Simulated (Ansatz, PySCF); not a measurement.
System: GaBr3, charge -1, multiplicity 2. 
Structure (B3LYP-D3(BJ)/def2-TZVP (Ansatz, a first-principles code) minimum search):
```
Ga
Br 1 2.4616
Br 1 2.4616 2 108.79
Br 1 2.4616 2 108.79 3 118.37
```
Charge -1, spin multiplicity 2.

Total electronic energies in hartree. Cores are frozen in the correlated levels unless marked. UHF or UKS for open shells. Spin-orbit coupling is left out. Frozen are the shells of the preceding noble gas and the d and f shells that filled before the atom's block. No relativistic terms. CBS(X,Y): correlation extrapolated as X^-3; Hartree-Fock from the larger set. [CCSD(T)-MP2]/basis is that difference in the basis named.

| level | program | energy (Eh) |
|---|---|---|
| HF/aug-cc-pVTZ | Ansatz | -9640.92960 |
| HF/cc-pVQZ | Ansatz | -9640.93917 |
| HF-D3(BJ)/def2-TZVPD | PySCF + dftd3 | -9640.78724 |
| PBE/def2-TZVPD | Ansatz | -9646.12299 |
| PBE0-D4/def2-TZVP | Ansatz + dftd4 | -9646.43246 |
| BHLYP-D3(BJ)/def2-TZVPD | Ansatz + dftd3 | -9647.53514 |
| r2SCANh-D4/def2-TZVPD | Ansatz + dftd4 | -9647.51359 |
| B2PLYP-D4/def2-TZVPD | Ansatz + dftd4 | -9645.91265 |
| RPA@PBE/cc-pVTZ | Ansatz | -9641.77063 |
| MP2/cc-pVDZ | Ansatz | -9641.01157 |
| SCS-MP2/6-31G* | Ansatz | -9639.91419 |
| SCS-MP2/cc-pVTZ | Ansatz | -9641.45747 |
| SCS-MP2/cc-pVQZ | Ansatz | -9641.53852 |
| CCSD(T)/aug-cc-pVDZ | Ansatz | -9641.10658 |
| RI-MP2/CBS(aug-cc-pVTZ,aug-cc-pVQZ)+[CCSD(T)-MP2]/aug-cc-pVTZ | Ansatz | -9641.6618 |

Totals of different functionals don't rank their quality; only differences between species are comparable.
